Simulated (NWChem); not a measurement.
System: Si$_{2}$NH$_{6}$OF; SMILES O[SiH2][Si@@H](N)F

The following NWChem deck was run.

```
start job
memory heap 200 mb stack 900 mb global 1100 mb
geometry units angstroms noautosym nocenter noautoz
  N     -1.079483    -1.941557    -0.235303
  Si     0.110624    -0.874364     0.401725
  F      1.612185    -1.090170    -0.207257
  Si    -0.564340     1.313017    -0.114255
  O      0.649891     2.450703     0.081896
  H     -1.409822    -1.855249    -1.188887
  H     -1.154880    -2.897067     0.093900
  H      0.210933    -1.196226     1.849690
  H     -1.115014     1.312268    -1.507637
  H     -1.655297     1.737698     0.799483
  H      1.507066     2.221803    -0.304296
end
basis spherical
  * library def2-svp
end
dft
  xc xpbe96 cpbe96
  iterations 150
end
cosmo
  do_cosmo_smd true
  solvent water
end
task dft energy
```

The geometry was optimised at B3LYP/6-31G* (spherical d). Solvent: water.

Level: PBE/def2-SVP with SMD (1 M gas to 1 M solution), gas-phase geometry. Reactions with the solvent are ignored.

Task: What results follow from this input? (PBE/def2-SVP, SMD on the gas-phase geometry.) Quantities: solvation free energy (kcal/mol); cavity-dispersion-structure term (kcal/mol); dipole in solution (D).

Result: 
```yaml
solvation free energy (kcal/mol): -4.6
cavity-dispersion-structure term (kcal/mol): 4.4
dipole in solution (D): 2.82
```
